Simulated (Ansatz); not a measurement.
Geometry optimisation, RKS B3LYP/def2-SVP (Ansatz).

Input:

```yaml
crystal:
  periodic: [false, false, false]
  atoms:
    - { symbol: B, position_ang: [2.2786, 0.6352, -0.7724] }
    - { symbol: C, position_ang: [1.0518, 0.9961, 0.234] }
    - { symbol: Si, position_ang: [-0.5532, 0.1536, -0.3238] }
    - { symbol: Si, position_ang: [-0.91687, 0.77728, -2.44384] }
    - { symbol: C, position_ang: [-0.34541, -1.66661, -0.21008] }
    - { symbol: F, position_ang: [-0.08497, -2.03621, 1.11841] }
    - { symbol: H, position_ang: [2.7879, 1.5604, -1.3654] }
    - { symbol: H, position_ang: [2.6335, -0.4153, -0.9493] }
    - { symbol: H, position_ang: [1.3392, 0.6597, 1.2897] }
    - { symbol: H, position_ang: [0.8879, 2.0962, 0.2905] }
    - { symbol: H, position_ang: [-1.63078, 0.57917, 0.51873] }
    - { symbol: H, position_ang: [0.19308, 0.30389, -3.30011] }
    - { symbol: H, position_ang: [-1.17394, 2.13503, -2.52828] }
    - { symbol: H, position_ang: [-2.18381, -0.0005, -2.88572] }
    - { symbol: H, position_ang: [-1.2643, -2.17086, -0.57531] }
    - { symbol: H, position_ang: [0.5479, -2.01538, -0.81905] }
basis:
  gaussian: { orbitals: def2-SVP }
hamiltonian:
  xc: b3lyp
relax:
  f_tol: 0.015
  max_steps: 40
```

Command:

```bash
$ ansatz run input.yaml --threads 2 --pin off --max-ram 3072MiB --backend cpu --events-out ev --progress --plain --runs-dir out
```

Problem. Where does it end, and by what steps?

Solution. It converged. After 14 steps the energy has fallen by 0.697 eV; H7 moved furthest, 0.37 Å.

```json
{"step": "0", "energy less start (eV)": "0.0000", "largest force component (eV/Å)": "2.974", "accepted": "yes"}
{"step": "1", "energy less start (eV)": "-0.5713", "largest force component (eV/Å)": "0.837", "accepted": "yes"}
{"step": "2", "energy less start (eV)": "-0.6622", "largest force component (eV/Å)": "0.283", "accepted": "yes"}
{"step": "3", "energy less start (eV)": "-0.6755", "largest force component (eV/Å)": "0.395", "accepted": "yes"}
{"step": "4", "energy less start (eV)": "-0.6866", "largest force component (eV/Å)": "0.092", "accepted": "yes"}
{"step": "5", "energy less start (eV)": "-0.6894", "largest force component (eV/Å)": "0.057", "accepted": "yes"}
{"step": "6", "energy less start (eV)": "-0.6939", "largest force component (eV/Å)": "0.035", "accepted": "yes"}
{"step": "7", "energy less start (eV)": "-0.5772", "largest force component (eV/Å)": "0.887", "accepted": "no"}
{"step": "8", "energy less start (eV)": "-0.6960", "largest force component (eV/Å)": "0.032", "accepted": "yes"}
{"step": "9", "energy less start (eV)": "-0.6968", "largest force component (eV/Å)": "0.041", "accepted": "yes"}
{"step": "10", "energy less start (eV)": "-0.6971", "largest force component (eV/Å)": "0.025", "accepted": "yes"}
{"step": "11", "energy less start (eV)": "-0.6967", "largest force component (eV/Å)": "0.087", "accepted": "no"}
{"step": "12", "energy less start (eV)": "-0.6973", "largest force component (eV/Å)": "0.018", "accepted": "yes"}
{"step": "13", "energy less start (eV)": "-0.6974", "largest force component (eV/Å)": "0.023", "accepted": "yes"}
{"step": "14", "energy less start (eV)": "-0.6975", "largest force component (eV/Å)": "0.013", "accepted": "yes"}
```

```xyz
16
Properties=species:S:1:pos:R:3
B 2.257 0.787 -0.727
C 1.156 0.947 0.339
Si -0.464 0.181 -0.345
Si -0.951 0.743 -2.590
C -0.343 -1.718 -0.144
F -0.009 -2.007 1.179
H 2.475 1.666 -1.528
H 2.875 -0.247 -0.835
H 1.314 0.355 1.257
H 0.906 1.991 0.589
H -1.587 0.659 0.516
H 0.102 0.220 -3.512
H -1.028 2.226 -2.744
H -2.264 0.152 -2.991
H -1.302 -2.212 -0.384
H 0.429 -2.152 -0.804
```

Whether the end is a true minimum wasn't checked by a vibrational analysis.

Time of the run: 67 s on 2 threads of Intel(R) Xeon(R) Platinum 8375C CPU @ 2.90GHz (Ice Lake), with other jobs on the host, peak memory 0.43 GiB.
